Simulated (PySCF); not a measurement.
CH₅BrO₂Si. Atoms are numbered in the order given.

```xyz
10

C      2.1986    -0.0230    -0.5484
Si     0.3768     0.2496    -0.7247
O     -0.3233    -0.6311    -1.9439
O      0.1414     1.8598    -1.0011
Br    -0.6601    -0.3922     1.1841
H      2.6059     0.6138     0.2513
H      2.7076     0.2306    -1.4920
H      2.4134    -1.0739    -0.3035
H     -0.8802    -1.3739    -1.6838
H     -0.7555     2.1423    -1.2182
```

The structure is a stationary point at B3LYP-D3(BJ)/def2-SVP. The values are those of a single conformer.

Level of theory: PBE0/pcSseg-1 (PySCF).

GIAO shieldings, no solvent; atoms listed in one row are averaged. δ = σ(ref) − σ: ¹³C against TMS (σ = 186.3 ppm); ²⁹Si against TMS (σ = 352.7 ppm); ¹⁷O against H2O (σ = 334.2 ppm); ¹H against TMS (σ = 31.56 ppm), references at their B3LYP-D3(BJ)/def2-TZVP geometries, non-relativistic (without spin–orbit terms, shifts of atoms bonded to Cl or Br come out too high).

Computed chemical shifts:
```json
[
 {"nucleus": "¹³C", "atoms": "C1", "count": "1", "δ (ppm)": "5.2"},
 {"nucleus": "²⁹Si", "atoms": "Si2", "count": "1", "δ (ppm)": "1.8"},
 {"nucleus": "¹⁷O", "atoms": "O3", "count": "1", "δ (ppm)": "89.3"},
 {"nucleus": "¹⁷O", "atoms": "O4", "count": "1", "δ (ppm)": "85.4"},
 {"nucleus": "¹H", "atoms": "H10", "count": "1", "δ (ppm)": "2.73"},
 {"nucleus": "¹H", "atoms": "H9", "count": "1", "δ (ppm)": "2.43"},
 {"nucleus": "¹H", "atoms": "H6, H7, H8", "count": "3", "δ (ppm)": "0.85"}
]
```
